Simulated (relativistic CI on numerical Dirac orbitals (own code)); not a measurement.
# Hyperfine structure of Sb XV, mass number 125

Method of calculation: Dirac-Coulomb-Breit CI, KLI orbitals optimised for each configuration, QED by a radiative potential, unscaled Slater integrals (own radial code, finite nucleus).

CI space (outside the closed core [Ar] 3d10): 4s²4p⁶4d, 4s²4p⁵4d², 4s²4p⁶4f, 4s4p⁶4d², 4s²4p⁶5s, 4s²4p⁵4d4f, 4s²4p⁶5p, 4s4p⁶4d4f, 4s²4p⁶5d, 4s²4p⁵4d5s, 4s²4p⁶5f, 4s²4p⁶6s, 4p⁶4d³, 4p⁵4d⁴, 4p⁵4d³4f. Double excitations out of closed p, d and f shells are left out; levels of such configurations are missing from the list, as are those of other unlisted configurations, and high levels can miss mixing partners. These lack a partner that the ground configuration has and come out too high: 4s²4p⁵4d5s.

Nuclear spin I = 7/2, μ = 2.63 μN (tables of Stone and Pyykkö). The electronic factors are computed for point nuclear moments, without core polarisation or the Bohr-Weisskopf and QED corrections.

```csv
Level,E (eV),A (MHz)
4s²4p⁶4d ²D3/2,0.0000,3089
4s²4p⁶4d ²D5/2,1.8727,1310
4s²4p⁵4d² ⁴D°1/2,68.5417,1272
4s²4p⁵4d² ⁴D°3/2,68.9624,2858
4s²4p⁵4d² ⁴D°5/2,69.8625,2349
4s²4p⁵4d² ⁴D°7/2,71.1134,2313
4s²4p⁵4d² ⁴G°9/2,72.1813,3661
4s²4p⁵4d² ⁴G°11/2,72.5705,3112
```

Levels with J = 0, under 50 % of one LS term, or S terms without an open s electron are left out. Small factors come from cancelling terms and can be off by tens of per cent or more.

At this charge energies of transitions that change n are usually good to better than 1 %, and those within a shell (Δn = 0) to a few per cent. Levels and lines within the n = 5 or 6 shells can be off by up to 10 % or somewhat more, and those that change n by about 2 %, since core polarisation is missing.

Problem. Give the hyperfine levels of 4s²4p⁶4d ²D3/2 relative to its centre of gravity.

Solution. With K = F(F + 1) − I(I + 1) − J(J + 1), E = AK/2: F = 2: -20850, F = 3: -11590, F = 4: 772.4, F = 5: 16220 MHz.

LS names give the leading component of a level, which can be under half, so a name can repeat, a term be missing and a line seem to break the LS rules.
